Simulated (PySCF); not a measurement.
Field gradients at the hydrogen positions

C6H7F.
Structure used (GFN2-xTB), in Å, numbered top down from 1:
```xyz
14
C6H7F angstrom
F      2.816    0.300   -0.421
C      1.477    0.148   -0.290
C      0.649    1.163   -0.515
C     -0.831    0.939   -0.419
C     -1.173   -0.161    0.588
C     -0.247   -1.336    0.469
C      1.016   -1.174    0.085
H      1.014    2.126   -0.832
H     -1.333    1.867   -0.140
H     -1.199    0.658   -1.414
H     -1.084    0.232    1.608
H     -2.208   -0.477    0.453
H     -0.624   -2.302    0.767
H      1.726   -1.985    0.037
```

Level: B3LYP/pcJ-1 (PySCF, non-relativistic); Q(2H) = 0.00286 b; rigid geometry, the same for H and D, with no vibrational averaging.

Problem. Rank these positions by the coupling χzz of a deuteron there, largest first.
A. H14 (vinylic hydrogen)
B. H10 (methylene hydrogen)
C. H9 (methylene hydrogen)

Solution. A (215 kHz), C (198 kHz), B (191 kHz).

Problem. Give the electric field gradient Vzz (the principal value of largest size), its asymmetry and the 2H coupling at each hydrogen.

Solution. 
| atom | bonded to | bond length (Å) | Vzz (au) | η | χzz (kHz) |
| --- | --- | --- | --- | --- | --- |
| H8 | C3 | 1.078 | 0.3233 | 0.08 | 217 |
| H9 | C4 | 1.091 | 0.2948 | 0.03 | 198 |
| H10 | C4 | 1.097 | 0.2843 | 0.03 | 191 |
| H11 | C5 | 1.097 | 0.2848 | 0.03 | 191 |
| H12 | C5 | 1.091 | 0.2952 | 0.03 | 198 |
| H13 | C6 | 1.080 | 0.3183 | 0.06 | 214 |
| H14 | C7 | 1.078 | 0.3198 | 0.07 | 215 |

One conformer (not necessarily the lowest) at the GFN2-xTB geometry, without solvent, vibrations or thermal averaging. GFN2-xTB bond lengths can be off by several hundredths of an ångström, more for odd bonds, and the gradients follow them. The basis is small and wasn't made for field gradients, so the couplings can be 20 % off.
